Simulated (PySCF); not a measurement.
CH2Cl3Si, SMILES Cl[Si]([CH2])(Cl)Cl, multiplicity 2.

Coordinates come from a PBE0-D3(BJ)/def2-SVP optimisation. The isomer is the one that the SMILES or the coordinates give; other isomers of the formula were not compared.

Two levels are set side by side: PBE/def2-TZVP (PySCF) and r2SCAN/def2-TZVP (PySCF). Same geometry, gas phase. Differences are taken from unrounded values.

```
quantity                     r2SCAN
---------------------------  ------
α-spin orbital gap (eV)        6.34
β-spin orbital gap (eV)        4.36
dipole moment (D)              1.90
mean polarisability (bohr³)    68.7
```

### Question
What does PBE give, and how far is it from r2SCAN? (Estimate from the structure and the level; the computed values follow.)

### Answer

```
quantity                      PBE  PBE minus r2SCAN
---------------------------  ----  ----------------
α-spin orbital gap (eV)      5.44             -0.90
β-spin orbital gap (eV)      3.41             -0.96
dipole moment (D)            1.80             -0.10
mean polarisability (bohr³)  71.4               2.7
```

Rough cost on one machine, each run with all the roots and properties that it gave: r2SCAN against PBE about 2 times.
